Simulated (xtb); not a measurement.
xtb job for B(NCO)(OH)2 (CH2BNO3), SMILES O=C=NB(O)O, GFN2-xTB. 

```
$ xtb mol.xyz --gfn 2 --sp --chrg 0 --uhf 0 --json
$ cat mol.xyz
8

B     -0.01303072     1.00516073     0.00000000
N      0.31468917    -0.40572067    -0.00000000
C      0.09867667    -1.57338150     0.00000000
O     -0.01521448    -2.72328347    -0.00000000
O     -1.28712983     1.43026440    -0.00000000
H     -1.97193156     0.76447889     0.00000000
O      0.97459705     1.90928038     0.00000000
H      1.86417906     1.55996073    -0.00000001
```

Program output:

```
[banner left out]
          |                Calculation Setup                |
           -------------------------------------------------



           -------------------------------------------------
          |                 G F N 2 - x T B                 |
           -------------------------------------------------

        Reference                      10.1021/acs.jctc.8b01176
      * Hamiltonian:
        H0-scaling (s, p, d)           1.850000    2.230000    2.230000
        zeta-weighting                 0.500000
      * Dispersion:
        s8                             2.700000
        a1                             0.520000
        a2                             5.000000
        s9                             5.000000
      * Repulsion:
        kExp                           1.500000    1.000000
        rExp                           1.000000
      * Coulomb:
        alpha                          2.000000
        third order                    shell-resolved
        anisotropic                    true
        a3                             3.000000
        a5                             4.000000
        cn-shift                       1.200000
        cn-exp                         4.000000
        max-rad                        5.000000


          ...................................................
          :                      SETUP                      :
          :.................................................:
          :  # basis functions                  26          :
          :  # atomic orbitals                  26          :
          :  # shells                           14          :
          :  # electrons                        32          :
          :  max. iterations                   250          :
          :  Hamiltonian                  GFN2-xTB          :
          :  restarted?                      false          :
          :  GBSA solvation                  false          :
          :  PC potential                    false          :
          :  electronic temp.          300.0000000     K    :
          :  accuracy                    1.0000000          :
          :  -> integral cutoff          0.2500000E+02      :
          :  -> integral neglect         0.1000000E-07      :
          :  -> SCF convergence          0.1000000E-05 Eh   :
          :  -> wf. convergence          0.1000000E-03 e    :
          :  Broyden damping             0.4000000          :
          :  net charge                          0          :
          :  unpaired electrons                  0          :
          ...................................................

 iter      E             dE          RMSdq      gap      omega  full diag
   1    -19.7645108 -0.197645E+02  0.908E+00    6.57       0.0  T
   2    -19.8454880 -0.809773E-01  0.513E+00    5.92       1.0  T
   3    -19.8470307 -0.154273E-02  0.155E+00    6.31       1.0  T
   4    -19.8524915 -0.546073E-02  0.603E-01    6.27       1.0  T
   5    -19.8544374 -0.194592E-02  0.273E-01    6.24       1.0  T
   6    -19.8544361  0.134401E-05  0.114E-01    6.25       1.0  T
   7    -19.8544720 -0.359632E-04  0.402E-02    6.22       1.0  T
   8    -19.8544768 -0.475918E-05  0.275E-02    6.24       1.3  T
   9    -19.8544820 -0.526831E-05  0.163E-02    6.23       2.2  T
  10    -19.8544845 -0.245886E-05  0.151E-03    6.23      23.3  T
  11    -19.8544845 -0.268495E-07  0.226E-04    6.23     156.5  T
  12    -19.8544845  0.145381E-09  0.142E-04    6.23     248.6  T

   *** convergence criteria satisfied after 12 iterations ***

         #    Occupation            Energy/Eh            Energy/eV
      -------------------------------------------------------------
         1        2.0000           -0.7525981             -20.4792
       ...           ...                  ...                  ...
        10        2.0000           -0.5597582             -15.2318
        11        2.0000           -0.5319234             -14.4744
        12        2.0000           -0.5254588             -14.2985
        13        2.0000           -0.4832093             -13.1488
        14        2.0000           -0.4730945             -12.8736
        15        2.0000           -0.4533422             -12.3361
        16        2.0000           -0.4493763             -12.2282 (HOMO)
        17                         -0.2203602              -5.9963 (LUMO)
        18                         -0.1929186              -5.2496
        19                         -0.1040287              -2.8308
        20                          0.0521636               1.4194
        21                          0.1068864               2.9085
       ...                                ...                  ...
        26                          1.3694504              37.2646
      -------------------------------------------------------------
                  HL-Gap            0.2290162 Eh            6.2318 eV
             Fermi-level           -0.3348682 Eh           -9.1122 eV

 SCC (total)                   0 d,  0 h,  0 min,  0.005 sec
 SCC setup                      ...        0 min,  0.000 sec (  2.007%)
 Dispersion                     ...        0 min,  0.000 sec (  0.850%)
 classical contributions        ...        0 min,  0.000 sec (  0.329%)
 integral evaluation            ...        0 min,  0.001 sec ( 14.863%)
 iterations                     ...        0 min,  0.002 sec ( 51.164%)
 molecular gradient             ...        0 min,  0.001 sec ( 28.493%)
 printout                       ...        0 min,  0.000 sec (  2.032%)

         :::::::::::::::::::::::::::::::::::::::::::::::::::::
         ::                     SUMMARY                     ::
         :::::::::::::::::::::::::::::::::::::::::::::::::::::
         :: total energy             -19.642711811588 Eh    ::
         :: gradient norm              0.000483484301 Eh/a0 ::
         :: HOMO-LUMO gap              6.231846684789 eV    ::
         ::.................................................::
         :: SCC energy               -19.854482119894 Eh    ::
         :: -> isotropic ES            0.100538461392 Eh    ::
         :: -> anisotropic ES          0.005704941485 Eh    ::
         :: -> anisotropic XC          0.002605228141 Eh    ::
         :: -> dispersion             -0.003640337146 Eh    ::
         :: repulsion energy           0.211770308306 Eh    ::
         :: add. restraining           0.000000000000 Eh    ::
         :: total charge              -0.000000000000 e     ::
         :::::::::::::::::::::::::::::::::::::::::::::::::::::

           -------------------------------------------------
          |                Property Printout                |
           -------------------------------------------------

    * Orbital Energies and Occupations

         #    Occupation            Energy/Eh            Energy/eV
      -------------------------------------------------------------
         1        2.0000           -0.7525981             -20.4792
       ...           ...                  ...                  ...
         4        2.0000           -0.6858522             -18.6630
         5        2.0000           -0.6254349             -17.0190
         6        2.0000           -0.6064546             -16.5025
         7        2.0000           -0.5902688             -16.0620
         8        2.0000           -0.5891085             -16.0305
         9        2.0000           -0.5665443             -15.4165
        10        2.0000           -0.5597582             -15.2318
        11        2.0000           -0.5319234             -14.4744
        12        2.0000           -0.5254588             -14.2985
Note: The following floating-point exceptions are signalling: IEEE_UNDERFLOW_FLAG IEEE_DENORMAL
normal termination of xtb
        13        2.0000           -0.4832093             -13.1488
        14        2.0000           -0.4730945             -12.8736
        15        2.0000           -0.4533422             -12.3361
        16        2.0000           -0.4493763             -12.2282 (HOMO)
        17                         -0.2203602              -5.9963 (LUMO)
        18                         -0.1929186              -5.2496
        19                         -0.1040287              -2.8308
        20                          0.0521636               1.4194
        21                          0.1068864               2.9085
        22                          0.1648145               4.4848
        23                          0.4279148              11.6442
        24                          0.5082509              13.8302
        25                          0.5813874              15.8204
        26                          1.3694504              37.2646
      -------------------------------------------------------------
                  HL-Gap            0.2290162 Eh            6.2318 eV
             Fermi-level           -0.3348682 Eh           -9.1122 eV

     #   Z          covCN         q      C6AA      α(0)
     1   5 B        2.417     0.501    18.082     7.764
     2   7 N        1.750    -0.307    28.758     7.938
     3   6 C        1.768     0.326    23.950     7.912
     4   8 O        0.856    -0.275    19.335     5.895
     5   8 O        1.594    -0.443    21.747     6.293
     6   1 H        0.806     0.314     0.679     1.295
     7   8 O        1.594    -0.437    21.614     6.274
     8   1 H        0.806     0.321     0.660     1.276

 Mol. C6AA /au·bohr⁶  :        881.736186
 Mol. C8AA /au·bohr⁸  :      20959.523875
 Mol. α(0) /au        :         44.646903


Wiberg/Mayer (AO) data.
largest (>0.10) Wiberg bond orders for each atom

 ---------------------------------------------------------------------------
     #   Z sym  total        # sym  WBO       # sym  WBO       # sym  WBO
 ---------------------------------------------------------------------------
     1   5 B    3.397 --     7 O    1.200     5 O    1.182     2 N    0.956
     2   7 N    3.396 --     3 C    1.999     1 B    0.956     4 O    0.376
     3   6 C    3.947 --     2 N    1.999     4 O    1.898
     4   8 O    2.329 --     3 C    1.898     2 N    0.376
     5   8 O    2.189 --     1 B    1.182     6 H    0.882
     6   1 H    0.901 --     5 O    0.882
     7   8 O    2.198 --     1 B    1.200     8 H    0.878
     8   1 H    0.897 --     7 O    0.878
 ---------------------------------------------------------------------------

Topologies differ in total number of bonds
Writing topology from bond orders to xtbtopo.mol

molecular dipole:
                 x           y           z       tot (Debye)
 q only:        0.109       0.259      -0.000
   full:        0.081      -0.030      -0.000       0.220
molecular quadrupole (traceless):
                xx          xy          yy          xz          yz          zz
 q only:        8.274       2.331     -10.323      -0.000      -0.000       2.049
  q+dip:        9.629       2.813     -12.533      -0.000      -0.000       2.904
   full:       10.464       2.767     -14.464      -0.000      -0.000       4.000


           -------------------------------------------------
          | TOTAL ENERGY              -19.642711811588 Eh   |
          | GRADIENT NORM               0.000483484301 Eh/α |
          | HOMO-LUMO GAP               6.231846684789 eV   |
           -------------------------------------------------

------------------------------------------------------------------------
------------------------------------------------------------------------
 total:
 SCF:
```

The calculation finished and met its thresholds.

Cost: about 0.03 core-seconds (a rough figure).
